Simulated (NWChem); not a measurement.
Molecule: SnH2Br2; SMILES [Br][SnH2][Br]

Results from NWChem. The geometry was optimised at PBE0/def2-SVP. def2 effective core potentials on Sn; no spin-orbit coupling. Level PBE/def2-SVP: energy and gradient on several grids; changes count from the extra-fine grid, which is no exact limit either.

```json
[
 {"grid": "xcoarse", "size of the energy change (μHa)": "5000", "largest change of a gradient component (μHa/bohr)": "8000"},
 {"grid": "coarse", "size of the energy change (μHa)": "60", "largest change of a gradient component (μHa/bohr)": "2000"},
 {"grid": "medium", "size of the energy change (μHa)": "10", "largest change of a gradient component (μHa/bohr)": "300"},
 {"grid": "fine", "size of the energy change (μHa)": "< 10", "largest change of a gradient component (μHa/bohr)": "< 30"},
 {"grid": "xfine", "size of the energy change (μHa)": "< 10", "largest change of a gradient component (μHa/bohr)": "< 30"}
]
```
